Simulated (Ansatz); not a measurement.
`OBCBr` + HCl → `OBCl` + `CBr` at 400 K and 1 bar (ligand exchange at a B–C bond).

Computed with Ansatz on PBE0-D4/def2-TZVP structures; ΔE is electronic, products minus reactants. CCSD(T)/CBS is the MP2 limit (def2-TZVPP, def2-QZVPP) plus CCSD(T) − MP2 in def2-TZVPP, frozen cores. This one scheme is used for every species. For Br outer-core shells are correlated without core-valence functions, which leaves a few kJ/mol of doubt a bond. Scalar relativity is left out up to krypton. One conformer a species, not always the lowest.

```tsv
species	CCSD(T)/CBS energy (Eh)	H − E (kJ/mol)	S (J/(mol·K))
`OBCBr`	-2713.79993	171.8	338.7
HCl	-460.38127	29.6	195.4
`OBCl`	-561.03999	93.6	281.2
`CBr`	-2613.17401	113.0	259.0
```

H − E and S are ideal-gas, rigid-rotor, harmonic terms from PBE0-D4/def2-TZVP, for one conformer and one mirror image of each species. 1 Eh = 2625.50 kJ/mol, R = 8.31446 J/(mol·K).

Q: By hand: ΔE, ΔH, ΔS and ΔG.

A: ΔE = (-561.03999) + (-2613.17401) − (-2713.79993) − (-460.38127) = -0.03280 Eh = -86.1 kJ/mol. Δ(H − E) = 93.6 + 113.0 − 171.8 − 29.6 = 5.2, so ΔH = -80.9 kJ/mol. ΔS = 281.2 + 259.0 − 338.7 − 195.4 = 6.1 J/(mol·K). ΔG = -80.9 − 400 × (6.1)/1000 = -83.3 kJ/mol.

Q: By hand: the equilibrium constant, and the temperature at which ΔG would vanish if ΔH and ΔS stayed fixed.

A: log₁₀ K = −ΔG/(RT ln 10) = 10.9. ΔH and −TΔS have one sign here, so there is no such temperature.

The number of gas molecules stays the same, so ΔS is small and ΔH decides. A doubt of 5 kJ/mol in ΔE shifts log₁₀ K by 0.7 here. Other conformers and mirror images would add mixing entropy, several J/(mol·K) or more a flexible species. These are equilibria of isolated gas molecules and say nothing of rates. Largest T1 diagnostic: 0.012 (customary marks: 0.02 for closed shells, 0.045 for open ones).

ΔS is within the doubt of such terms, so its sign, and with it that verdict, could turn.
